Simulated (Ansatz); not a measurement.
A nudged elastic band was laid between two geometries of C2H4O3Si (10 atoms, charge 0, multiplicity 1).

Computed with Ansatz 0.2.0, RKS r2SCANh-D4/STO-3G.

* movable images: 5
* climbing image: from the first iteration
* spring: 5.0 eV/Å²
* optimiser: fire
* start path: through a guess of the saddle point
* force threshold: 0.03 eV/Å
* iteration limit: 60
* end points: relaxed

First end point:

```xyz
10
Properties=species:S:1:pos:R:3
O 0.842 -1.651 -0.053
C 0.647 -0.674 -0.809
O 1.120 -0.603 -2.138
C -0.153 0.637 -0.414
O -0.302 1.565 -1.239
Si -0.800 0.560 1.390
H 1.603 -1.500 -2.239
H -1.702 -0.559 1.517
H -1.492 1.785 1.701
H 0.319 0.389 2.285
```

Last end point:

```xyz
10
Properties=species:S:1:pos:R:3
O -0.156 -1.755 -0.560
C 0.401 -0.700 -0.934
O 1.182 -0.596 -2.107
C 0.328 0.687 -0.168
O 0.922 1.693 -0.615
Si -0.735 0.566 1.423
H 1.133 -1.549 -2.479
H -0.154 -0.418 2.304
H -2.075 0.170 1.064
H -0.763 1.851 2.076
```

(1) What changes between the two ends?

(2) Give the energies along the band, and the barrier.

(3) What is the geometry of the highest image?

Answers

(1) No bond is made or broken. The dihedral O5–C4–Si6–H10 goes from -121 to 0°. The two ends are copies of one structure, up to a mirror image or an exchange of like atoms.

(2) The run converged. The highest image is number 2 of 0 to 6, 0.044 eV above the ends, which have the same energy within 2 meV. Another band between the same ends (5 images) ends at a top of the same energy, where a vibrational analysis finds 1 clearly imaginary mode. Limits of this set-up: minimal basis.

| image | path coordinate (Å) | energy (eV) | dihedral O5–C4–Si6–H10 (°) |
| --- | --- | --- | --- |
| 0 | 0.00 | 0.000 | -121 |
| 1 | 0.96 | 0.024 | -90 |
| 2 | 1.92 | 0.044 | -61 |
| 3 | 2.43 | 0.040 | -46 |
| 4 | 2.93 | 0.027 | -30 |
| 5 | 3.43 | 0.010 | -15 |
| 6 | 3.93 | 0.000 | 0 |

(3) 
```xyz
10
Properties=species:S:1:pos:R:3:forces:R:3
O 0.322 -1.885 -0.381 0.00 0.01 0.01
C 0.517 -0.758 -0.886 0.00 0.00 0.01
O 1.161 -0.565 -2.130 0.00 0.00 0.00
C 0.105 0.649 -0.272 0.00 0.01 -0.01
O 0.373 1.693 -0.909 0.00 -0.01 0.00
Si -0.778 0.583 1.431 0.00 0.01 0.00
H 1.371 -1.527 -2.408 0.00 0.00 0.00
H -0.966 -0.780 1.859 0.01 0.00 -0.02
H -2.055 1.244 1.310 -0.01 0.00 0.00
H 0.034 1.294 2.389 0.00 0.00 0.01
```

Time of the run: 16 min on 1 thread of Arm Neoverse V1 (shared host), peak memory 0.13 GiB.
